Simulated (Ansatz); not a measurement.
Two isomers of C2H8O2Si: A = `OCCO[SiH3]`, B = `CO[SiH](C)O`.

Computed with Ansatz on PBE0-D4/def2-TZVP structures; ΔE is electronic, products minus reactants. CCSD(T)/CBS is the MP2 limit (def2-TZVPP, def2-QZVPP) plus CCSD(T) − MP2 in def2-TZVPP, frozen cores. DFT in def2-TZVPP. B3LYP here is the variant with VWN-RPA as its local correlation; programs differ in this. Each species was taken in one conformer, which may not be the lowest.

(1) Which is lower in electronic energy at CCSD(T)/CBS, and by how much? (Estimate.)

(2) Give E(B) − E(A) in kcal/mol with B3LYP-D4, MP2/def2-TZVPP, ωB97M-V, CCSD/def2-TZVPP, B3LYP, r2SCAN-D4, CCSD(T)/def2-TZVPP. (Estimate.)

Largest T1 diagnostic: 0.011.

Results:

(1) Computed: B, by 55.2 kcal/mol.

(2) Computed: B3LYP-D4 -54.2, MP2/def2-TZVPP -56.3, ωB97M-V -55.0, CCSD/def2-TZVPP -54.1, B3LYP -53.9, r2SCAN-D4 -55.7, CCSD(T)/def2-TZVPP -54.0. None reverses the order clearly.

From PBE to PBE0 (25 % exact exchange), in def2-TZVPP and without D4, E(B) − E(A) moves by −1.0 kcal/mol.
